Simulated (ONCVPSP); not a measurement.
# Ho (Z = 67), ONCV: configuration errors across variants

```json
{
 "Element": "Ho",
 "Generator": "ONCVPSP 4.0.1",
 "Type": "optimised norm-conserving Vanderbilt (ONCV)",
 "Functional": "PBE",
 "Relativity": "scalar-relativistic",
 "Frozen core": "[Kr] 4d10 4f10",
 "Valence charge": "11",
 "Reference configuration": "5s2 5p6 5d1 (charge +2)",
 "Partial waves": "5s: rc 1.20 bohr, ncon 5, nbas 9, qcut 5 1/bohr, 3 projectors, debl 3 Ha; 5p: rc 2.25 bohr, ncon 3, nbas 6, qcut 7.6 1/bohr, 2 projectors, debl 3 Ha; 5d: rc 3.05 bohr, ncon 4, nbas 8, qcut 4.7 1/bohr, 2 projectors, debl 3.2 Ha; f scattering state at 0.27 Ha: rc 2.70 bohr, ncon 4, nbas 7, qcut 4.5 1/bohr, 1 projector",
 "Local potential": "polynomial inside 1.15 bohr (lpopt 5, dvloc0 2 Ha)",
 "Core correction": "polynomial model core, fcfact 0.65"
}
```

All-electron excitation energies from the reference (eV): (1) 5s2 5p6 5d1 6s2 -19.539; (2) 5s2 5p6 5d1 6s1 -12.597; (3) 5s2 5p6 5d0 19.939; (4) 5s2 5p6 5d2 -10.906.

A true bound ghost makes a file unfit for plane-wave use even where its test errors are small: the radial tests pick states by their node count and pass the ghost by.

Errors AE − PS in meV (a dash: test not solved or not reliable):

| change | (1) | (2) | (3) | (4) | bound ghosts | GHOST(+) flags above zero |
| --- | --- | --- | --- | --- | --- | --- |
| base | -13 | -4.3 | -35 | -19 | s | s |
| p: qcut 5.3 | -12 | -4.1 | -34 | -19 | s | s |
| p: qcut 6.3 | -13 | -4.2 | -34 | -19 | s | s |
| p: qcut 6.9 | -13 | -4.3 | -35 | -19 | s | s, p |
| p: qcut 8.2 | -13 | -4.3 | -35 | -19 | s | s |
| p: qcut 8.7 | -13 | -4.3 | -35 | -19 | s | s |
| p: qcut 9.6 | -13 | -4.3 | -35 | -19 | s | s |
| p: qcut 10.3 | -13 | -4.3 | -35 | -19 | s | s |
| p: qcut 11.6 | -13 | -4.4 | -35 | -19 | s | s |

Give the same row for: p: qcut 4.7.

-13, -4.2, -34, -19; bound ghosts: s; GHOST(+) flags above zero: s.
